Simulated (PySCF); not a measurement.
## Spin–spin coupling constants

Geometry (Å), atoms numbered from 1 in this order:
```xyz
7

Ga    0.576    1.015    0.013
H     2.131    0.918   -0.108
H    -0.244    2.344    0.071
C    -0.435   -0.736    0.026
F     0.150   -1.672    0.793
F    -0.469   -1.228   -1.232
F    -1.708   -0.641    0.437
```

Indirect spin–spin couplings were computed at PBE/pcJ-1 (pcSseg-1 on Ga) (PySCF 2.14.0 with density-fitted response routines) on a PBE0-D3(BJ)/def2-SVP structure, for the isolated molecule, without vibrational or relativistic corrections. Couplings are averaged over pairs made equivalent by symmetry, fast rotation or ring inversion, so a value needn't be that of the named pair in this geometry, while other rotamers aren't included; one pair stands for each set, and the list holds those of at least 1.5 Hz over up to four bonds. One-bond C–F couplings come out tens of Hz too large with common functionals.

Isotopes: 13C, 19F, 1H.

```json
{"pair": "C4, F5", "bonds": "1", "J (Hz)": "-441.1"}
{"pair": "H2, H3", "bonds": "2", "J (Hz)": "?"}
{"pair": "H2, C4", "bonds": "2", "J (Hz)": "31.6"}
{"pair": "F5, F6", "bonds": "2", "J (Hz)": "?"}
{"pair": "H2, F5", "bonds": "3", "J (Hz)": "8.1"}
```

Q: Estimate the withheld couplings, with signs.

A: 
- 2J(H2,H3) = 45.1 Hz (angle at Ga1 125°)
- 2J(F5,F6) = 15.6 Hz (mean over equivalent pairs that range from -24.7 to 53.1 Hz in this conformer)

Relativistic effects of the heavier atoms present are left out.
